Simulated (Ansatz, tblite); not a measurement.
Cost and result up the ladder for Li9H8⁺ (17 atoms). Total charge 1; singlet. Geometry: PBE-D4/def2-SVP.

Cartesian coordinates in Å:
```
Li 2.483 -1.652 -1.301
Li -0.660 -0.937 0.522
Li 1.721 0.307 0.255
Li -0.379 1.611 -0.414
Li -2.968 -1.013 2.721
Li -3.183 0.874 0.442
Li -1.091 0.647 2.414
Li 2.716 0.697 -2.147
Li 0.422 -0.410 -2.153
H -1.783 0.434 -0.518
H 3.206 -0.137 -0.605
H 0.997 1.228 -1.435
H -3.054 0.702 2.188
H 1.992 -0.822 -2.842
H 0.165 0.921 1.183
H -1.330 -1.179 2.209
H 0.746 -1.270 -0.518
```

Ansatz on 4 threads of Arm Neoverse V1 on a shared host; xTB runs through tblite on one thread. Times are rough, summed over both states, and most runs start from the orbitals of an earlier one. PBE0-D4/def2-TZVP serves as the yardstick here, not as an exact answer. The other state is a triplet.

The xTB rows come from tblite. HOMO above LUMO, or a gap near zero within one spin, warns that the state may not be the lowest or that an electron is smeared out. Another isomer (singlet) lies 0.05 eV lower at PBE0-D4/def2-TZVP; other spin states weren't run for this one.

xTB has no spin-polarisation term.

```json
{"level": "GFN1-xTB", "functions": "52", "wall time": "0.021 s", "vertical triplet (eV)": "3.73", "difference from PBE0-D4/def2-TZVP (eV)": "-0.92", "remarks": "–"}
{"level": "PBE-D4/def2-TZVP", "functions": "174", "wall time": "6.8 s", "vertical triplet (eV)": "4.06", "difference from PBE0-D4/def2-TZVP (eV)": "-0.60", "remarks": "gap within one spin near zero (triplet)"}
{"level": "PBE0-D4/def2-TZVP (with forces)", "functions": "174", "wall time": "12 s", "vertical triplet (eV)": "4.66", "difference from PBE0-D4/def2-TZVP (eV)": "0.00", "remarks": "–"}
{"level": "r2SCAN-D4/def2-TZVP", "functions": "174", "wall time": "14 s", "vertical triplet (eV)": "4.34", "difference from PBE0-D4/def2-TZVP (eV)": "-0.32", "remarks": "gap within one spin near zero (triplet)"}
```
